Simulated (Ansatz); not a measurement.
Cost and result for the atomization energy of F₆Si₂, SMILES `F[Si](F)(F)[Si](F)(F)F` (8 atoms, 7 bonds).

The species carries charge 0 and has multiplicity 1. All single points use the PBE0-D4/def2-TZVP geometry. It is one conformer, not always the lowest. Program: Ansatz. Hardware: A = 2 threads of an AMD EPYC 7R13 on a shared host; B = 2 threads of an AMD EPYC 7R13 on a shared host and a share of an NVIDIA H100 80 GB. Times are those of one run each, without the atoms' runs, and a repeat can differ threefold. Electronic energies, without spin–orbit coupling; frozen cores. CCSD(T)/CBS adds CCSD(T) − MP2 in def2-TZVPP to the MP2 limit, and its time is that of the two runs behind it. T1 = 0.013.

CCSD(T)/CBS is a level of theory with its own doubt, some kJ/mol a heavy atom from the limit and from the frozen cores, so smaller differences don't rank the functionals.

```
                               level  functions  wall time  atomization (kJ/mol)  difference from CCSD(T)/CBS  per bond
          LDA (SPW92)/def2-TZVPP [A]        270      2.8 s                4319.2                        547.3      78.2
                CCSD(T)/def2-SVP [B]        120      3.4 s                3356.9                       -415.0     -59.3
            revPBE-D4/def2-TZVPP [A]        270      3.4 s                3652.2                       -119.7     -17.1
              BLYP-D4/def2-TZVPP [A]        270      3.4 s                3719.2                        -52.7      -7.5
                  MP2/def2-QZVPP [B]        482      3.6 s                3932.0                        160.1      22.9
 PBE-D4/def2-TZVPP (with forces) [A]        270      4.9 s                3786.3                         14.4       2.1
              PBE0-D4/def2-TZVPP [A]        270        6 s                3669.1                       -102.8     -14.7
              CCSD(T)/def2-TZVPP [B]        270        9 s                3641.2                       -130.7     -18.7
              RPA@PBE/def2-TZVPP [A]        270      9.1 s                3349.8                       -422.1     -60.3
              ωB97X-V/def2-TZVPP [A]        270       13 s                3741.8                        -30.1      -4.3
               B97M-V/def2-TZVPP [A]        270       13 s                3737.5                        -34.4      -4.9
                   CCSD(T)/CBS(def2)          –       13 s                3771.9                          0.0       0.0
ωB97M-V/def2-TZVPP (with forces) [A]        270       18 s                3732.2                        -39.7      -5.7
```

From PBE to PBE0 (25 % exact exchange), in def2-TZVPP and without D4, the atomization energy moves by −113.9 kJ/mol: exact exchange takes away binding that semilocal exchange gives to molecules. Leaving LDA and LC-ωPBE aside and taking each functional with its dispersion term where it has one, the values, not all of them listed here, spread over 247.2 kJ/mol, from BHLYP-D4 to PBE-D4. LDA lies +555.1 kJ/mol from PBE without D4, its usual overbinding. At CCSD(T), def2-SVP lies −415.0 kJ/mol from the extrapolated value and def2-TZVPP −130.6 kJ/mol: correlation converges slowly with the basis, and small sets miss more of it in the bonded molecule than in its fragments.
